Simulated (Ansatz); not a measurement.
Abridged output of a molecular run in Ansatz:

```
Functional definition: HF
1060 factors; integrals over basis functions are off by at most 1.3e-3 eV
mean field evaluation 1: about -27211.7220 eV, gradient 4.1e1 eV
mean field evaluation 2: about -27211.7267 eV, gradient 4.1e1 eV
mean field evaluation 4: about -27215.0319 eV, gradient 3.0e0 eV
mean field evaluation 8: about -27215.0635 eV, gradient 1.7e-4 eV
mean field -27215.06352741 eV, -1000.1351375999 hartree, gradient 1.8e-6 eV, S^2 0.000000; 0 other end points of the search recorded, 0 dependent functions left out
14 core orbitals not correlated: weight in the atoms' cores, before any rotation towards them, 1.000 or more for the frozen orbitals, at most 0.000 for the correlated occupied ones
reference -27215.06352741 eV, -1000.1351375999 hartree; 19, 19 occupied and 79, 79 virtual orbitals, 1060 factors
second order -24.76550145 eV of doubles, -0.00000000 eV of singles
cycle   1  -25.23417755 eV  change   -4.7e-1 eV  update   1.1e-1
cycle   2  -25.77099289 eV  change   -5.4e-1 eV  update   2.9e-2
cycle   3  -25.90564856 eV  change   -1.3e-1 eV  update   1.4e-2
cycle   4  -25.90046731 eV  change    5.2e-3 eV  update   2.6e-3
cycle   5  -25.89938269 eV  change    1.1e-3 eV  update   9.5e-4
cycle   6  -25.89957962 eV  change   -2.0e-4 eV  update   2.7e-4
cycle   7  -25.89942559 eV  change    1.5e-4 eV  update   8.5e-5
cycle   8  -25.89937846 eV  change    4.7e-5 eV  update   2.8e-5
perturbative correction -0.53679946 eV, -0.0197270164 hartree
Total energy: -27241.49970534 eV, -1001.1066492195 hartree
```

Its atoms:

```xyz
10

C    -1.215    1.083    0.302
O    -0.643   -0.171   -0.028
Si    0.901   -0.588    0.137
F     1.804    0.614   -0.368
F     1.309   -0.809    1.650
S     1.295   -2.387   -0.862
H    -1.335    1.176    1.384
H    -0.599    1.909   -0.064
H    -2.197    1.136   -0.169
H     0.680   -1.963   -1.980
```

Task: Which basis set was used?
A. def2-SVP
B. cc-pV(Q+d)Z
C. def2-QZVPP
D. def2-TZVPP

Result: A. It gives 112 functions.

Task: Write the keys of the input that set method, charge and spin (a neutral closed shell needs none for the last two).

Result: 
```yaml
correlation: {method: ccsd_t}
```
